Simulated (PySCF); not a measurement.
SMILES Cc1nnc(C)n1C, C5H9N3

Molfile (atoms numbered from 1):
```
C5H9N3
     RDKit          3D

 17 17  0  0  0  0  0  0  0  0999 V2000
    2.5024   -0.1688   -0.0481 C   0  0  0  0  0  0  0  0  0  0  0  0
    1.1187   -0.6630   -0.2298 C   0  0  0  0  0  0  0  0  0  0  0  0
    0.7757   -1.8376   -0.6693 N   0  0  0  0  0  0  0  0  0  0  0  0
   -0.5679   -1.9006   -0.7018 N   0  0  0  0  0  0  0  0  0  0  0  0
   -1.0391   -0.7641   -0.2814 C   0  0  0  0  0  0  0  0  0  0  0  0
   -2.4686   -0.3986   -0.1633 C   0  0  0  0  0  0  0  0  0  0  0  0
   -0.0042    0.0763    0.0431 N   0  0  0  0  0  0  0  0  0  0  0  0
   -0.0831    1.4257    0.5203 C   0  0  0  0  0  0  0  0  0  0  0  0
    2.6659    0.7371   -0.6313 H   0  0  0  0  0  0  0  0  0  0  0  0
    3.1884   -0.9402   -0.3835 H   0  0  0  0  0  0  0  0  0  0  0  0
    2.7017    0.0511    1.0011 H   0  0  0  0  0  0  0  0  0  0  0  0
   -2.6900    0.4831   -0.7642 H   0  0  0  0  0  0  0  0  0  0  0  0
   -3.0677   -1.2321   -0.5157 H   0  0  0  0  0  0  0  0  0  0  0  0
   -2.7296   -0.1870    0.8739 H   0  0  0  0  0  0  0  0  0  0  0  0
    0.8222    1.6712    1.0741 H   0  0  0  0  0  0  0  0  0  0  0  0
   -0.1872    2.1256   -0.3136 H   0  0  0  0  0  0  0  0  0  0  0  0
   -0.9445    1.5341    1.1795 H   0  0  0  0  0  0  0  0  0  0  0  0
  1  2  1  0
  2  3  2  0
  3  4  1  0
  4  5  2  0
  5  6  1  0
  5  7  1  0
  7  8  1  0
  7  2  1  0
  1  9  1  0
  1 10  1  0
  1 11  1  0
  6 12  1  0
  6 13  1  0
  6 14  1  0
  8 15  1  0
  8 16  1  0
  8 17  1  0
M  END
```

The calculation used GIAO B97-2/pcSseg-1 magnetisability, rotational g tensor and spin-rotation constants, non-relativistic, gas phase (PySCF). Geometry: GFN2-xTB.

Problem. Give the nuclear spin-rotation constants along the inertial axes (H = +C I·J) beside the isotropic shieldings.

Solution. Rotational constants 3.5018, 2.0639, 1.3311 GHz. A star marks the isotopologue with that one atom substituted, in its own axes.
```tsv
atom	isotope	Caa (kHz)	Cbb (kHz)	Ccc (kHz)	mean (kHz)	σ (ppm)
N3	14N	0.953	0.415	0.088	0.486	-82.5
N4	14N	0.955	0.415	0.088	0.486	-82.8
N7	14N	0.319	0.337	0.083	0.247	84.6
H9	1H	-0.334	-0.135	-0.037	-0.169	29.7
H10	1H	-0.124	-0.060	-0.142	-0.109	28.8
H11	1H	-0.325	-0.158	-0.024	-0.169	29.6
H12	1H	-0.332	-0.139	-0.035	-0.169	29.7
H13	1H	-0.125	-0.060	-0.142	-0.109	28.8
H14	1H	-0.325	-0.156	-0.026	-0.169	29.6
H15	1H	-0.006	-0.170	-0.114	-0.097	28.2
H16	1H	-0.356	-0.181	0.024	-0.171	28.5
H17	1H	-0.070	-0.173	-0.088	-0.111	28.3
C1	13C*	0.460	0.291	0.175	0.309	172.6
C2	13C*	1.714	0.681	0.285	0.893	35.5
C8	13C*	0.626	0.279	0.215	0.373	155.9
```
For the geometry as given, no vibrational averaging.

Problem. How do the rotational constants and the g tensor change when H9, H10, H11, H12, H13, H14, H15, H16, H17 are replaced by deuterium?

Solution. Constants 2.9830, 1.6830, 1.1213 GHz; g -0.0432, -0.0150, 0.0072, against -0.0494, -0.0184, 0.0091 before.
